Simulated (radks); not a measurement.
Values are calculated unless marked as measured or tabulated.
Species: Lu3+. Configuration: [Xe] 4f13 5d1 (not the ground configuration).

Code: a radial shooting solver on a logarithmic mesh with Libxc functionals. Model: Dirac Kohn-Sham, PBEsol, spin-unpolarised, spherical densities, point nucleus; open shells fill j = l - 1/2 first.

Energy parts (eV):
| part | energy |
|---|---|
| total | -396596.52 |
| kinetic | 442171.09 |
| electron-nucleus | -984188.15 |
| Hartree | 153487.99 |
| exchange-correlation | -8067.45 |

Orbitals (lengths in bohr, moments of r in powers of bohr):
orbital  occ.  eigenvalue (eV)   <1/r>  small-component weight
1s1/2       2        -63174.92   82.22                7.11e-02
2s1/2       2        -10776.57   19.89                1.60e-02
2p1/2       2        -10287.33   19.85                1.61e-02
2p3/2       4        -9170.439   16.96                1.46e-02
3s1/2       2        -2469.802   7.290                5.21e-03
3p1/2       2        -2253.497   7.206                5.16e-03
3p3/2       4        -2015.332   6.460                4.75e-03
3d3/2       4        -1648.212   6.351                4.63e-03
3d5/2       6        -1596.212   6.172                4.52e-03
4s1/2       2        -519.7170   3.058                1.70e-03
4p1/2       2        -431.6614   2.948                1.61e-03
4p3/2       4        -377.2073   2.688                1.45e-03
4d3/2       4        -232.4068   2.470                1.27e-03
4d5/2       6        -222.4327   2.406                1.22e-03
5s1/2       2         -91.9739   1.166                3.63e-04
5p1/2       2         -66.8663   1.039                2.94e-04
5p3/2       4         -59.3496  0.9514                2.55e-04
4f5/2       6         -44.6061   1.895                8.10e-04
4f7/2       7         -43.0006   1.866                7.91e-04
5d3/2       1         -27.3728  0.6667                1.27e-04
5d5/2       0         -26.6947  0.6498                1.22e-04

The highest occupied level is 5d3/2 at -27.373 eV. The density falls to 0.001 e/bohr^3 at r = 3.28 bohr.
